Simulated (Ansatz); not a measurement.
Born–Oppenheimer molecular dynamics of BF3 + ClH (6 atoms, charge 0, multiplicity 1). It starts from a relaxed structure.

These are results of Ansatz, RKS PBE0/def2-SVP, not measurements.

```json
{
  "ensemble": "NVE (velocity Verlet)",
  "time step": "0.5 fs",
  "steps asked": "150",
  "starting velocities drawn for": "300 K",
  "seed": "908146"
}
```

First frame:

```xyz
6
Properties=species:S:1:pos:R:3
Cl -0.638 0.306 -1.925
H 0.636 0.150 -2.029
F -0.772 -1.169 1.101
B -0.012 -0.110 0.966
F -0.442 1.068 1.348
F 1.227 -0.246 0.539
```

(1) What does the run give?

(2) What happens to the structure?

(3) How do temperature and energy run in time?

Answers

(1) All steps were run.

```yaml
steps_done: 150
time_covered: 75 fs
mean_temperature_over_the_second_half: 136 K
spread_of_the_potential_energy_over_the_second_half: 2.0 meV per atom
mean_potential_energy_of_the_second_half_above_the_start: 14.2 meV per atom
```

The conserved energy stayed within 0.045 meV per atom of its start (net change 0.038 meV per atom), so the integration is sound. The temperature averaged 0.45 of the 300 K drawn at the start: a run that starts near a minimum puts about half its kinetic energy into the potential. A run of 0.075 ps of so small a system gives no equilibrium averages.

(2) The same pairs are bonded in the first frame and the last. Pairs count as bonded within 1.25 times the sum of covalent radii (0.12 Å more for H–H). Another seed would give other details.

(3) 
```json
{"time (fs)": "0.0", "T (K)": "300", "potential energy less start (eV)": "0.000", "conserved less start (meV/atom)": "0.00"}
{"time (fs)": "6.0", "T (K)": "247", "potential energy less start (eV)": "0.027", "conserved less start (meV/atom)": "0.02"}
{"time (fs)": "12.0", "T (K)": "246", "potential energy less start (eV)": "0.028", "conserved less start (meV/atom)": "0.02"}
{"time (fs)": "18.0", "T (K)": "228", "potential energy less start (eV)": "0.037", "conserved less start (meV/atom)": "0.03"}
{"time (fs)": "24.0", "T (K)": "231", "potential energy less start (eV)": "0.036", "conserved less start (meV/atom)": "0.03"}
{"time (fs)": "30.0", "T (K)": "180", "potential energy less start (eV)": "0.063", "conserved less start (meV/atom)": "0.04"}
{"time (fs)": "36.0", "T (K)": "183", "potential energy less start (eV)": "0.061", "conserved less start (meV/atom)": "0.04"}
{"time (fs)": "42.0", "T (K)": "154", "potential energy less start (eV)": "0.076", "conserved less start (meV/atom)": "0.04"}
{"time (fs)": "48.0", "T (K)": "136", "potential energy less start (eV)": "0.085", "conserved less start (meV/atom)": "0.03"}
{"time (fs)": "54.0", "T (K)": "146", "potential energy less start (eV)": "0.080", "conserved less start (meV/atom)": "0.02"}
{"time (fs)": "60.0", "T (K)": "129", "potential energy less start (eV)": "0.088", "conserved less start (meV/atom)": "0.02"}
{"time (fs)": "66.0", "T (K)": "120", "potential energy less start (eV)": "0.093", "conserved less start (meV/atom)": "0.01"}
{"time (fs)": "72.0", "T (K)": "124", "potential energy less start (eV)": "0.091", "conserved less start (meV/atom)": "0.01"}
```

Run time: 3.7 min on 1 thread of Intel(R) Xeon(R) 6975P-C (Granite Rapids), with other jobs on the host, peak memory 0.17 GiB.
